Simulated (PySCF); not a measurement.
## S(11+): ionisation energy

S(11+) [He] 2s2 2p1 [2p1/2^1, M_J = 1/2] → S(12+) [He] 2s2, as a difference of total energies. Calculation: PySCF 2.14, in an uncontracted even-tempered set (18 s from 1.7 bohr⁻², ratio 2.4; 11 p from 2.2 bohr⁻², ratio 2.4; 5 d from 8.3 bohr⁻², ratio 2.6; 5 f from 12 bohr⁻², ratio 2.6); the two-component X2C-1e Hamiltonian. Correlated levels: nothing frozen; the 36 highest virtual spinors dropped. "Screened" scales the spin-orbit matrix elements by Boettger's factors to mimic the two-electron term; Breit and QED terms are absent.

| method | ionisation energy (eV) |
| --- | --- |
| GHF (spin-free) | 564.21 |
| GMP2 (spin-free) | 564.14 |
| GHF (screened spin-orbit) | 565.35 |
| GMP2 (screened spin-orbit) | 565.29 |

For comparison: 564.41 ± 0.05 eV (semi-empirical (NIST evaluation); NIST Atomic Spectra Database, ionization energies).
